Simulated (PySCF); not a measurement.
**Co (cobalt, neutral) across methods**

[Ar] 3d7 4s2, high-spin 4F determinant. Computed with PySCF 2.14 in def2-QZVPPD (11s6p5d4f2g, 100 functions), with no relativity, point nucleus. The B2PLYP total includes its PT2 part (frozen core); its orbital energies are those of the SCF part.

```csv
method,E (hartree),mean ε 3d β (eV),mean ε 4s α (eV),mean ε 4s β (eV),Σ⟨r²⟩ (bohr²),⟨S²⟩
CAM-B3LYP,-1382.833,-11.159,-7.432,-6.943,37.65,3.755
PBE,-1382.494,-7.409,-5.602,-5.050,37.63,3.756
UHF,-1381.42628,-15.859,-7.643,-6.948,39.44,3.760
B2PLYP,-1382.477,-11.947,-6.781,-6.268,38.21,3.756
wB97M-V,-1382.674,-12.210,-8.196,-7.781,37.69,3.755
LDA,-1380.165,-7.370,-5.806,-5.263,37.24,3.756
PBE0,-1382.518,-9.642,-6.278,-5.722,37.69,3.756
r2SCANh,-1382.712,-8.622,-6.059,-5.477,37.52,3.759
r2SCAN,-1382.723,-7.761,-5.805,-5.221,37.47,3.759
```
